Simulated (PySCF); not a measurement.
PySCF 2.14 output of an unrestricted revPBE calculation on a single atom or ion in x2c-TZVPPall (11s7p7d3f1g, 97 functions), with scalar relativity by spin-free X2C-1e:

```
SCF conv_tol = 1e-09
number electrons alpha = 39  beta = 34
    Y. Zhang and W. Yang.,  Phys. Rev. Lett. 80, 890 (1998)
    J. P. Perdew, K. Burke, and M. Ernzerhof.,  Phys. Rev. Lett. 77, 3865 (1996)
    J. P. Perdew, K. Burke, and M. Ernzerhof.,  Phys. Rev. Lett. 78, 1396 (1997)
cycle= 1 E= -17253.966906627  delta_E= -0.0284  |g|= 0.283  |ddm|= 0.322
cycle= 2 E= -17253.9659962015  delta_E= 0.00091  |g|= 0.288  |ddm|= 0.195
cycle= 3 E= -17253.9723674305  delta_E= -0.00637  |g|= 0.00824  |ddm|= 0.111
cycle= 4 E= -17253.9723791097  delta_E= -1.17e-05  |g|= 0.000227  |ddm|= 0.00569
cycle= 5 E= -17253.9723791161  delta_E= -6.41e-09  |g|= 8.61e-06  |ddm|= 0.000118
cycle= 6 E= -17253.9723791161  delta_E= 1.09e-11  |g|= 1.72e-07  |ddm|= 3.63e-06
converged SCF energy = -17253.9723791161  <S^2> = 8.7514052  2S+1 = 6.0004684
```

The run itself started from symmetry-adapted Hartree-Fock orbitals and held the occupation by maximum overlap, on a logarithmic radial grid, so the iterations belong to that start.

Problem. Which element, charge and spin multiplicity is this?

Solution. Os³⁺ (osmium, charge +3), multiplicity 6; the state was [Xe] 4f14 5d5, high-spin 6S determinant.

Spin-orbit coupling, which splits the p, d and f shells strongly at this Z, is absent.
